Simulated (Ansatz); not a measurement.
**A basis-limit estimate, worked out**

An elementary step of SiN2H4Cl2, singlet (SiN₂H₄Cl₂ ([NH2][Si]([NH2])([Cl])[Cl]) → SiNHCl₂ ([NH][Si]([Cl])[Cl]) + NH₃ (still joined by a long Si–N bond); Si–N, N–H broken or loosened, N–H formed or tightened). “Start” and “end” are the PBE0-D4/def2-TZVP structures reached by relaxing down either side of its saddle point, with the molecules still in contact.

Computed with Ansatz 0.2.0 (basis: def2-TZVPP and def2-QZVPP); correlated methods freeze the cores.

Energies in eV:

| quantity | end | start |
| --- | --- | --- |
| Hartree–Fock, triple zeta (X = 3) | -35901.60873 | -35903.87236 |
| Hartree–Fock, quadruple zeta (X = 4) | -35902.71541 | -35904.97361 |
| MP2 correlation, X = 3 | -25.43162 | -25.06092 |
| MP2 correlation, X = 4 | -27.64875 | -27.27146 |
| CCSD(T) correlation, X = 3 | -27.77390 | -27.42551 |

Question: Work out the step energy at the basis limit: extrapolate Hartree–Fock as E(X) = E∞ + A exp(−7.88 √X) and the MP2 correlation as E(X) = E∞ + B X^−2.97 (the exponents that Neese and Valeev fitted for def2-TZVPP and QZVPP), then add CCSD(T) − MP2 in triple zeta.

Answer: Each step is linear, so take the differences first (end − start): Hartree–Fock 2.26363 (X = 3) and 2.25820 (X = 4); MP2 correlation -0.37070 and -0.37729; CCSD(T) correlation -0.34839.
Two points give E∞ = E(4) + w [E(4) − E(3)], with w = 1/(exp(7.88 (2 − √3)) − 1) = 0.1377 for Hartree–Fock and w = 1/((4/3)^2.97 − 1) = 0.7407 for the correlation.
Hartree–Fock: 2.25820 + 0.1377 × (-0.00543) = 2.2575 eV.
MP2 correlation: -0.37729 + 0.7407 × (-0.00659) = -0.3822 eV.
CCSD(T) − MP2: -0.34839 − (-0.37070) = 0.0223 eV.
Sum: 2.2575 + (-0.3822) + 0.0223 = 1.8976 eV, or 43.76 kcal/mol. Plain CCSD(T) in triple zeta gives 1.9152 eV, so the larger basis shifts the result by -0.0176 eV.

The T1 diagnostic stays at or below 0.012.

Labels in which every atom is bracketed show which atoms are joined, not bond orders.

For scale, one of the runs: CCSD(T)/def2-TZVPP, 244 basis functions, launched by `ansatz run in.yaml --threads 4 --pin off --events-out ev --progress --plain --max-ram 9574MiB`. The run took 2.4 min on 4 CPU threads of an Arm Neoverse V1 (shared host), with 4.6 GiB of host memory at its peak.
